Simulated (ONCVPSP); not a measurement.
**cobalt (Co): one change to an ONCV potential, before and after**

Co, optimised norm-conserving Vanderbilt (ONCV), made with ONCVPSP 4.0.1 (PBE, scalar-relativistic). Core [Ar], reference 3d7 4s2. Waves: 4s: rc 2.25 bohr, ncon 4, nbas 7, qcut 2.7 1/bohr, 2 projectors, debl 3.9 Ha; p scattering state at 0.02 Ha: rc 2.45 bohr, ncon 4, nbas 9, qcut 3 1/bohr, 2 projectors, debl 2.7 Ha; 3d: rc 0.90 bohr, ncon 4, nbas 7, qcut 17.4 1/bohr, 2 projectors, debl 2.8 Ha. Local part: polynomial inside 0.60 bohr (lpopt 5, dvloc0 0 Ha). Core correction: none.

In the p channel the program set the typed energies aside and used 0.050, 2.750 Ha.

Change: p: nproj 3. In the p channel the program set the typed energies aside and used 0.050, 2.750, 5.450 Ha.

Cutoffs: the cutoffs (Ha) at which the residual kinetic energy of the hardest occupied pseudo-wave falls to 1 and 0.1 mHa per electron; they do not see the model core or the augmentation charge, which bear on the density cutoff. Errors are all-electron minus pseudo energies relative to the spin-unpolarised reference configuration.

Task: What does the change do?

Result: The potential gets neither clearly harder nor softer (113 Ha and 129 Ha → 113 Ha and 129 Ha); the bound ghosts move from p, s to s; the lowest positive-energy flag moves from s at 145.3 eV to p at 40.6 eV; the errors of the 4 common tests hardly move; the range in which the p phases agree narrows (upper end at the end of the scan → 1.5).

| quantity | base | changed |
| --- | --- | --- |
| cutoff, loose | 113 Ha | 113 Ha |
| cutoff, tight | 129 Ha | 129 Ha |
| bound ghosts | s, p | s |
| GHOST(+) flags under 300 eV | s at 145.3 eV | p at 40.6 eV, s at 145.3 eV |
| error for 3d7 4s1, meV [ΔE 9.03 eV] | +3.0 | +3.0 |
| error for 3d7 4s0, meV [ΔE 25.82 eV] | +59 | +59 |
| error for 3d6 4s0, meV [ΔE 61.69 eV] | +166 | +166 |
| error for 3d6 4s2 4p1, meV [ΔE 9.66 eV] | -176 | -176 |
| s: phases at 2.29 bohr within 0.05 rad from the reference energy up to (Ha; the scan ends near 5) | 5.0 | 5.0 |
| p: phases at 2.49 bohr within 0.05 rad from the reference energy up to (Ha; the scan ends near 5) | to the end of the scan | 1.5 |
| d: phases at 0.91 bohr within 0.05 rad from the reference energy up to (Ha; the scan ends near 5) | to the end of the scan | to the end of the scan |

 A true bound ghost makes a file unfit for plane-wave use even where its test errors are small: the radial tests pick states by their node count and pass the ghost by.
